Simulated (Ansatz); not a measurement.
The same path of ClH4NOZn (8 atoms, charge 0, multiplicity 1) was run twice with different band settings.

Computed with RKS LDA/def2-SVP in Ansatz 0.2.0.

Relaxed end points:

```xyz
8
Properties=species:S:1:pos:R:3
Zn -0.069 -0.192 0.241
Cl 0.594 -0.027 2.280
O 0.455 -0.192 -1.452
H -0.297 -0.312 -2.060
N -2.055 -0.420 0.848
H -2.521 -1.320 0.660
H -2.717 0.337 0.621
H -1.819 -0.366 1.859
```

```xyz
8
Properties=species:S:1:pos:R:3
Zn -0.232 -0.218 0.161
Cl 0.741 -0.028 2.063
O -0.215 -0.279 -1.612
H 0.686 -0.180 -1.968
N -2.129 -0.424 0.943
H -2.590 -1.327 0.761
H -2.795 0.324 0.701
H -1.894 -0.359 1.950
```

Common settings: movable images 7; climbing image yes; spring 5.0 eV/Å²; optimiser quadratic models (default); force threshold 0.03 eV/Å; iteration limit 60; end points relaxed.

| run | start path |
| --- | --- |
| 1 | through a guess of the saddle point |
| 2 | straight line |

**Question.** What does each run give, and how far can it be trusted?

**Answer.** Run 1: converged after 12 iterations, highest image 0.055 eV above the first end. A vibrational analysis at the climbing image gives one clearly imaginary mode, 265i cm⁻¹: a first-order saddle point.
Run 2: converged after 23 iterations, highest image 0.055 eV above the first end. Another band between the same ends (7 images) ends at a top of the same energy, where a vibrational analysis finds 1 clearly imaginary mode.
